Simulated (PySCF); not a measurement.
Input file for PySCF: R-M06-2X/def2-TZVPPD on HF (SMILES F).

```python
from pyscf import gto, dft

mol = gto.M(
    atom='''
    F    -0.76968777   -0.60726249    2.95927633
    H     0.12097254   -0.82889850    2.75589338
    ''',
    basis='def2-tzvppd',
    charge=0, spin=0, verbose=4, max_memory=1800)
mf = dft.RKS(mol, xc='m062x').density_fit(auxbasis='def2-universal-jkfit')
mf.grids.level = 4
mf.conv_tol = 1e-9
mf.max_cycle = 150
mf.kernel()
mf.dip_moment()
```

The log:

```
PySCF version 2.14.0

[INPUT] verbose = 4
[INPUT] num. atoms = 2
[INPUT] num. electrons = 10
[INPUT] charge = 0
[INPUT] spin (= nelec alpha-beta = 2S) = 0
[INPUT] symmetry False subgroup None
[INPUT] Mole.unit = angstrom
[INPUT] Symbol           X                Y                Z      unit          X                Y                Z       unit  Magmom
[INPUT]  1 F     -0.769687770000  -0.607262490000   2.959276330000 AA   -1.454499086727  -1.147559791821   5.592221790608 Bohr   0.0
[INPUT]  2 H      0.120972540000  -0.828898500000   2.755893380000 AA    0.228604969193  -1.566391150063   5.207883716702 Bohr   0.0

nuclear repulsion = 5.06612325017316
number of shells = 21
number of NR pGTOs = 74
number of NR cGTOs = 57
basis = def2-tzvppd
ecp = {}


******** <class 'pyscf.df.df_jk.DFRKS'> ********
method = DFRKS
initial guess = minao
damping factor = 0
level_shift factor = 0
DIIS = <class 'pyscf.scf.diis.CDIIS'>
diis_start_cycle = 1
diis_space = 8
diis_damp = 0
SCF conv_tol = 1e-09
SCF conv_tol_grad = None
SCF max_cycles = 150
direct_scf = False
XC library pyscf.dft.libxc version 7.1.2
    S. Lehtola, C. Steigemann, M. J. T. Oliveira, and M. A. L. Marques,  SoftwareX 7, 1–5 (2018)
XC functionals = m062x
    Y. Zhao and D. G. Truhlar,  Theor. Chem. Acc. 120, 215 (2008)
    Y. Zhao and D. G. Truhlar,  Theor. Chem. Acc. 120, 215 (2008)
radial grids:
    Treutler-Ahlrichs [JCP 102, 346 (1995); DOI:10.1063/1.469408] (M4) radial grids

becke partition: Becke, JCP 88, 2547 (1988); DOI:10.1063/1.454033
pruning grids: <function nwchem_prune>
grids dens level: 4
symmetrized grids: False
atomic radii adjust function: <function treutler_atomic_radii_adjust>
small_rho_cutoff = 0
Set gradient conv threshold to 3.16228e-05
Initial guess from minao.
tot grids = 44544
******** <class 'pyscf.df.df.DF'> ********
auxbasis = def2-universal-jkfit
init E= -100.324949653528
  HOMO = -0.567107156883502  LUMO = 0.0104828890886566  gap/eV = 15.71703
cycle= 1 E= -100.42072160201  delta_E= -0.0958  |g|= 0.441  |ddm|= 0.598
  HOMO = -0.416205556624917  LUMO = 0.0155955556284795  gap/eV = 11.74991
cycle= 2 E= -100.418929066635  delta_E= 0.00179  |g|= 0.512  |ddm|= 0.444
  HOMO = -0.517994800658213  LUMO = 0.0148821866855613  gap/eV = 14.50032
cycle= 3 E= -100.454225779216  delta_E= -0.0353  |g|= 0.0239  |ddm|= 0.192
  HOMO = -0.515508744218489  LUMO = 0.0190760457269192  gap/eV = 14.54679
cycle= 4 E= -100.454300660693  delta_E= -7.49e-05  |g|= 0.00408  |ddm|= 0.0112
  HOMO = -0.516554151313236  LUMO = 0.0193714559946585  gap/eV = 14.58328
cycle= 5 E= -100.454303931876  delta_E= -3.27e-06  |g|= 0.000467  |ddm|= 0.00257
  HOMO = -0.516522760548221  LUMO = 0.0194117729085832  gap/eV = 14.58352
cycle= 6 E= -100.454304041861  delta_E= -1.1e-07  |g|= 6.72e-05  |ddm|= 0.000629
  HOMO = -0.516522086775844  LUMO = 0.0194172524247662  gap/eV = 14.58365
cycle= 7 E= -100.454304044595  delta_E= -2.73e-09  |g|= 3.81e-06  |ddm|= 0.000102
  HOMO = -0.516523618344255  LUMO = 0.0194171289294403  gap/eV = 14.58369
cycle= 8 E= -100.454304044602  delta_E= -7.02e-12  |g|= 2.88e-07  |ddm|= 8.61e-06
  HOMO = -0.516523527771046  LUMO = 0.0194171928101596  gap/eV = 14.58369
Extra cycle  E= -100.454304044603  delta_E= -3.69e-13  |g|= 8.19e-08  |ddm|= 2.81e-07
converged SCF energy = -100.454304044603
Dipole moment(X, Y, Z, Debye):  1.77709, -0.44222, -0.40580
```

Self-consistency was reached.

Cost: roughly 1.6 core-seconds.
